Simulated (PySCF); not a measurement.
Se(F)(OH), SMILES O[Se]F (CAM-B3LYP/def2-SVP optimised geometry):

```
4

Se    -0.733    -1.034     0.000
F      1.028    -1.034     0.000
O     -1.028     0.708     0.000
H     -0.981     1.034     0.911
```

Computed with CAM-B3LYP/def2-TZVP (PySCF 2.14.0).

Problem. What are the frontier orbital energies and the dipole moment?

Solution. HOMO-2 -12.37 eV, HOMO-1 -11.76 eV, HOMO -8.24 eV, LUMO -0.49 eV, LUMO+1 0.11 eV; dipole moment 2.26 D.

On the same geometry PBE/def2-TZVP (PySCF) gives HOMO-2 -9.19 eV, HOMO-1 -8.59 eV, HOMO -5.46 eV, LUMO -2.55 eV, LUMO+1 -1.92 eV; dipole moment 2.07 D.

Meta-Löwdin charges at CAM-B3LYP/def2-TZVP: Se1 0.75, F2 -0.47, O3 -0.64, H4 0.35.
